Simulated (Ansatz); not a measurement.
Abridged output of a molecular run in Ansatz:

```
Functional definition: HF
999 factors; integrals over basis functions are off by at most 1.1e-3 eV
mean field evaluation 1: about -67384.7311 eV, gradient 1.8e1 eV
mean field evaluation 2: about -67384.7787 eV, gradient 1.8e1 eV
mean field evaluation 4: about -67386.5985 eV, gradient 1.7e0 eV
mean field evaluation 8: about -67386.6164 eV, gradient 1.6e-1 eV
mean field evaluation 16: about -67386.5601 eV, gradient 4.1e-1 eV
mean field -67386.61666612 eV, -2476.4124861905 hartree, gradient 4.4e-6 eV, S^2 0.000000; 0 other end points of the search recorded, 0 dependent functions left out
12 core orbitals not correlated: weight in the atoms' cores, before any rotation towards them, 1.000 or more for the frozen orbitals, at most 0.000 for the correlated occupied ones
reference -67386.61666612 eV, -2476.4124861905 hartree; 15, 15 occupied and 72, 72 virtual orbitals, 999 factors
second order -13.03838893 eV of doubles, -0.00000000 eV of singles
cycle   1  -13.87233863 eV  change   -8.3e-1 eV  update   9.4e-2
cycle   2  -14.34535318 eV  change   -4.7e-1 eV  update   3.0e-2
cycle   3  -14.40625459 eV  change   -6.1e-2 eV  update   1.6e-2
cycle   4  -14.39427115 eV  change    1.2e-2 eV  update   6.1e-3
cycle   5  -14.39529453 eV  change   -1.0e-3 eV  update   2.3e-3
cycle   6  -14.39436657 eV  change    9.3e-4 eV  update   6.8e-4
cycle   7  -14.39426967 eV  change    9.7e-5 eV  update   2.2e-4
cycle   8  -14.39439874 eV  change   -1.3e-4 eV  update   1.0e-4
cycle   9  -14.39441295 eV  change   -1.4e-5 eV  update   4.6e-5
cycle  10  -14.39438670 eV  change    2.6e-5 eV  update   2.0e-5
perturbative correction -0.42120372 eV, -0.0154789511 hartree
Total energy: -67401.43225654 eV, -2476.9569490962 hartree
```

Its atoms:

```xyz
9

B     1.2484    0.3571    1.3656
B     0.5628   -0.6085    0.2541
B    -0.4844   -0.1109   -0.9148
Se   -2.3717    0.0062   -0.6188
H     2.2774    0.9418    1.1734
H     0.7277    0.5219    2.4349
H     0.8631   -1.7766    0.2631
H    -0.0756    0.2044   -1.9935
H    -2.7476    0.4647   -1.9640
```

(1) Which basis set was used?
A. cc-pV(Q+d)Z
B. def2-SVP
C. def2-QZVPP
D. cc-pV(T+d)Z

(2) Write the keys of the input that set method, charge and spin (a neutral closed shell needs none for the last two).

Answers

(1) B. It gives 99 functions.

(2) 
```yaml
correlation: {method: ccsd_t}
```
